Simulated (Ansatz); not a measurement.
Reaction (formal exchange of groups at a B–O bond): `BO[SiH](C)Br` + `O[CH2][GeH3]` → `B[CH](O)[GeH3]` + `C[SiH](O)Br`

Calculated with Ansatz (gas phase, PBE0-D4/def2-TZVP geometries, no zero-point term in ΔE). CBS: MP2 limit from def2 TZ/QZ plus the TZ coupled-cluster correction, frozen cores. For Br, Ge outer-core shells are correlated without core-valence functions, which leaves a few kJ/mol of doubt a bond. Scalar relativity is left out up to krypton. Each species was taken in one conformer, which may not be the lowest.

| level | ΔE (kJ/mol) |
| --- | --- |
| MP2/def2-TZVPP | 111.3 |
| MP2/def2-QZVPP | 111.4 |

Question: What does CCSD(T)/CBS give? (An estimate is asked.)

Answer: Computed: +112.7 kJ/mol. The listed levels differ from it by -1.4, -1.3 kJ/mol.

Largest T1 diagnostic among the species: 0.013.

In def2-TZVPP, CCSD(T) changes the Hartree–Fock value by −39.9 kJ/mol (the triples alone add −6.8 kJ/mol) and MP2 by −42.0 kJ/mol. From PBE to PBE0 (25 % exact exchange), in def2-TZVPP and without D4, ΔE moves by +10.4 kJ/mol.
